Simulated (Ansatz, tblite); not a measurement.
Cost and result up the ladder for the cluster BiTe2 (3 atoms). Total charge 0; doublet. Geometry: B3LYP-D4/def2-SVP.

```xyz
3

Bi   -1.419    0.734   -0.469
Te    0.781   -1.027   -1.016
Te    0.638    0.293    1.485
```

Ansatz on 4 threads of Arm Neoverse V1 on a shared host; xTB runs through tblite on one thread. Times are rough, summed over both states, and most runs start from the orbitals of an earlier one. PBE-QIDH/def2-TZVP serves as the yardstick here, not as an exact answer. Differences are given only for rows in sets of like size (and for xTB, whose basis is part of the method), since another set adds its own error. The other state is a quartet at its own geometry, which has other bonds, so the gap mixes isomer and spin.

In the def2 sets Bi, Te take a core potential; there is no spin–orbit coupling. The xTB rows come from tblite. B3LYP takes the VWN-RPA correlation. Correlated methods freeze 12 core orbitals; core or outer-core shells of Bi, Te are correlated, in sets that lack core-valence functions. The rows differ in basis, and correlated rows in double-zeta sets carry the largest basis error. In CCSD on the charge 0 quartet the largest single amplitude is 0.37, so its Hartree–Fock determinant may place the open shell otherwise than the density functionals do. The structure comes from a short search, and lower isomers may exist.

Correlated methods converge slowly with the basis, most of all in double-zeta sets (MP2 moves by 0.26 eV from def2-SVP to def2-TZVP here).

xTB has no spin-polarisation term.

```json
{"level": "GFN1-xTB", "functions": "22", "wall time": "0.004 s", "quartet − doublet (eV)": "2.00", "difference from PBE-QIDH/def2-TZVP (eV)": "0.92", "remarks": "–"}
{"level": "GFN2-xTB", "functions": "22", "wall time": "0.006 s", "quartet − doublet (eV)": "1.88", "difference from PBE-QIDH/def2-TZVP (eV)": "0.80", "remarks": "–"}
{"level": "BLYP-D4/def2-TZVP", "functions": "150", "wall time": "5 s", "quartet − doublet (eV)": "0.82", "difference from PBE-QIDH/def2-TZVP (eV)": "-0.25", "remarks": "–"}
{"level": "PBE-D4/def2-TZVP (with forces)", "functions": "150", "wall time": "5.5 s", "quartet − doublet (eV)": "0.90", "difference from PBE-QIDH/def2-TZVP (eV)": "-0.18", "remarks": "–"}
{"level": "B3LYP-D4/def2-TZVP", "functions": "150", "wall time": "8.1 s", "quartet − doublet (eV)": "0.90", "difference from PBE-QIDH/def2-TZVP (eV)": "-0.18", "remarks": "–"}
{"level": "PBE0-D4/def2-TZVP", "functions": "150", "wall time": "8.7 s", "quartet − doublet (eV)": "0.97", "difference from PBE-QIDH/def2-TZVP (eV)": "-0.11", "remarks": "–"}
{"level": "RPA@PBE/def2-TZVP", "functions": "150", "wall time": "13 s", "quartet − doublet (eV)": "0.93", "difference from PBE-QIDH/def2-TZVP (eV)": "-0.15", "remarks": "–"}
{"level": "r2SCAN-D4/def2-TZVP", "functions": "150", "wall time": "15 s", "quartet − doublet (eV)": "0.86", "difference from PBE-QIDH/def2-TZVP (eV)": "-0.22", "remarks": "–"}
{"level": "r2SCANh-D4/def2-TZVP", "functions": "150", "wall time": "16 s", "quartet − doublet (eV)": "0.88", "difference from PBE-QIDH/def2-TZVP (eV)": "-0.20", "remarks": "–"}
{"level": "CCSD(T)/def2-SVP", "functions": "78", "wall time": "16 s", "quartet − doublet (eV)": "0.89", "difference from PBE-QIDH/def2-TZVP (eV)": "–", "remarks": "spin-contaminated (⟨S²⟩ 0.84) (doublet)"}
{"level": "MP2/def2-TZVP", "functions": "150", "wall time": "18 s", "quartet − doublet (eV)": "1.48", "difference from PBE-QIDH/def2-TZVP (eV)": "0.40", "remarks": "spin-contaminated (⟨S²⟩ 0.84) (doublet)"}
{"level": "B97M-V/def2-TZVP", "functions": "150", "wall time": "22 s", "quartet − doublet (eV)": "0.83", "difference from PBE-QIDH/def2-TZVP (eV)": "-0.24", "remarks": "–"}
{"level": "PBE-QIDH/def2-TZVP", "functions": "150", "wall time": "23 s", "quartet − doublet (eV)": "1.08", "difference from PBE-QIDH/def2-TZVP (eV)": "0.00", "remarks": "–"}
```
